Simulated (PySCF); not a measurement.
**SnO₂ + NH₃ → SnN(OH) + H₂O**

Level: PBE0 in the def2-TZVP basis family, computed in PySCF with density fitting; scalar-relativistic core potentials for atoms from Rb on, none lighter, no spin–orbit coupling; open shells unrestricted.

```json
{"species": "SnO₂", "state and structure": "singlet, D∞h, Sn–O 1.799 Å (×2)", "E (Eh)": "-364.58133", "ZPE (kJ/mol)": "12.2", "H(298 K) − H(0) (kJ/mol)": "12.3", "S° (J/(mol K))": "256.0"}
{"species": "NH₃", "state and structure": "singlet, C3v, N–H 1.013 Å (×3); H–N–H 107.1° (×3)", "E (Eh)": "-56.51312", "ZPE (kJ/mol)": "90.6", "H(298 K) − H(0) (kJ/mol)": "10.0", "S° (J/(mol K))": "192.4"}
{"species": "SnN(OH)", "state and structure": "singlet, Cs, O–H 0.963 Å, Sn–N 1.820 Å, Sn–O 1.946 Å; H–O–Sn 113.0°, N–Sn–O 173.7°", "E (Eh)": "-344.66533", "ZPE (kJ/mol)": "38.2", "H(298 K) − H(0) (kJ/mol)": "14.5", "S° (J/(mol K))": "290.7"}
{"species": "H₂O", "state and structure": "singlet, C2v, O–H 0.960 Å (×2); H–O–H 105.1°", "E (Eh)": "-76.37736", "ZPE (kJ/mol)": "56.5", "H(298 K) − H(0) (kJ/mol)": "9.9", "S° (J/(mol K))": "188.7"}
```

Problem. What is the electronic reaction energy?

Solution. At PBE0/def2-TZVP, ΔE = 135.9 kJ/mol from the differences of the total energies times 2625.5, uphill. 

Problem. Add zero-point, thermal and entropy terms for 298.15 K and 1 bar.

Solution. ΔZPE = -8.1 and Δ[H(298) − H(0)] = 2.1 kJ/mol give ΔH° = 129.9 kJ/mol. ΔS° = 31.0 J/(mol K), so ΔG° = 129.9 − 298.15 × (0.0310) = 121 kJ/mol and log₁₀K = -21.1.

Each species is the lowest minimum found with this bonding; other isomers or fragments can lie lower.
